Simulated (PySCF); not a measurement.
# Bond energies at CCSD(T)/def2-SVP beside a composite method

PySCF, lowest determinants of a PBE0 search. The composite is CCSD(T) extrapolated to the basis-set limit from two correlation-consistent sets, with core-valence (CV) and scalar-relativistic (SR) terms as its label shows; it has no spin–orbit coupling and nothing beyond (T).

```
species  state (unpaired electrons)  De CCSD(T) (eV)  De composite (eV)           composite  dissociates to
   RbCa               doublet (σ ↑)             0.12               0.14     CCSD(T)/CBS(DT)         Rb + Ca
  SnCl⁺      singlet (closed shell)             3.75               4.20  CCSD(T)/CBS(DT)+CV        Sn⁺ + Cl
    InF      singlet (closed shell)             5.02               5.64  CCSD(T)/CBS(DT)+CV          In + F
   BiCl              triplet (π ↑↑)             2.28               2.94     CCSD(T)/CBS(DT)         Bi + Cl
    PbF               doublet (π ↑)             3.90               4.66     CCSD(T)/CBS(DT)          Pb + F
   CsNa      singlet (closed shell)             0.54               0.60     CCSD(T)/CBS(DT)         Cs + Na
    SrS      singlet (closed shell)             2.52               3.39  CCSD(T)/CBS(DT)+CV          Sr + S
   RbCl      singlet (closed shell)             3.59               4.32  CCSD(T)/CBS(DT)+CV         Rb + Cl
```

Question: Does CCSD(T) bind more or less than the composite, by how much on average, and where is the difference largest?

Answer: CCSD(T)/def2-SVP binds less on average, method and basis taken together: the mean signed difference is -0.52 eV and the mean absolute one 0.52 eV; it is largest for SrS (-0.87 eV).

The molecules are drawn from runs that passed checks on state, spin purity and fit, so the hardest cases are missing and the errors look smaller than over all diatomics.

Correlated steps freeze the inner cores (1 to 24 orbitals); shallow outer-core shells are correlated. UHF and ROHF references stand side by side, which adds small steps between rows. Weak bonds: RbCa. Basis-set superposition, not corrected here, can be much of De in a small basis, most of all at correlated wavefunction levels. These are scalar-relativistic numbers at best; spin–orbit coupling would shift them, the dissociation energy most. For an ion De counts to the pair picked by the measured ionisation energies or electron affinities, which need not be the lowest pair at this level. Where the molecule has an RHF reference, its open-shell atoms are computed with UHF. The CCSD T1 diagnostic is raised in SrS, a sign that a single reference may not be enough there. States were picked by a PBE0 search and need not be the measured ground states.
